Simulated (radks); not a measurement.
Values are calculated unless marked as measured or tabulated.
The tantalum ion Ta54+, configuration [Ar] 3d1. Level of theory: non-relativistic Kohn-Sham, TPSS, spin-polarised, spherical densities, point nucleus; open shells are filled with parallel spins first (spin-orbit coupling, left out, can overturn this in heavy ions); meta-GGA in the generalised Kohn-Sham scheme; relativity is left out, which matters for an element this heavy (a radial shooting solver on a logarithmic mesh with Libxc functionals). Some entries of the table are withheld. Estimate them.

| orbital | occ. | eigenvalue (eV) | <r> (bohr) |
|---|---|---|---|
| 1s up | 1 | -65746.68 | 0.02075 |
| 1s down | 1 | -65746.65 | 0.02075 |
| 2s up | 1 | -13793.79 | 0.08689 |
| 2s down | 1 | -13787.38 | 0.08686 |
| 2p up | 3 | -13397.33 | 0.07353 |
| 2p down | 3 | -13392.58 | 0.07350 |
| 3s up | 1 | -5441.913 | 0.2077 |
| 3s down | 1 | -5436.113 | 0.2078 |
| 3p up | 3 | -5283.360 | 0.1966 |
| 3p down | 3 | -5276.628 | 0.1968 |
| 3d up | 1 | -5030.515 | (1) |
| 3d down | 0 | -5021.350 | (2) |

Answer. 
(1) 3d up <r> (bohr): 0.1697
(2) 3d down <r> (bohr): 0.1698
